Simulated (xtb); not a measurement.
CF2, singlet, at a GFN2-xTB geometry. Base run: xtb with GFN2-xTB.

The xtb input:
```
$ xtb mol.xyz --gfn 2 --json

# file mol.xyz
3

F     -1.02933801    -0.22870680     0.03405471
C     -0.01684584     0.58931167     0.03468448
F      1.04056857    -0.16416765    -0.05717770
```

Each row names what was changed in the base input (with any setting that the change needs).

```csv
change,ΔE vs base (mEh),HOMO-LUMO gap (eV),dipole (D),SCF cycles
base,0.000,2.59,0.41,9
acc = 30,0.000,2.59,0.41,8
alpb = cs2,-0.880,2.58,0.40,9
etemp = 1000,0.000,2.59,0.41,9
etemp = 3000,-0.255,2.59,0.40,9
etemp = 10000,[?],[?],[?],9
```

Q: Some entries are withheld; supply them.

A: 
- etemp = 10000, ΔE vs base (mEh): -26.795
- etemp = 10000, HOMO-LUMO gap (eV): 2.60
- etemp = 10000, dipole (D): 0.02

ALPB and GBSA are two models with their own fitted parameters for each solvent, which aren't always the measured dielectric constant.
